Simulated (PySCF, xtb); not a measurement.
C3H11NSi2, SMILES C=C([SiH3])C[SiH2]N.

GFN2-xTB (xtb) at its own geometry gives an orbital gap of 4.17 eV and a dipole moment of 1.56 D.

The structure is a stationary point at PBE0-D3(BJ)/def2-SVP. This is a generated structure with no PubChem entry under its InChIKey; it may be hypothetical. Other conformers were not sampled.

What does PBE/def2-TZVP in PySCF give? (The exact figures need the calculation; the answer reports its results.)

gap 4.56 eV (levels -5.87 and -1.31 eV), dipole 1.62 D.
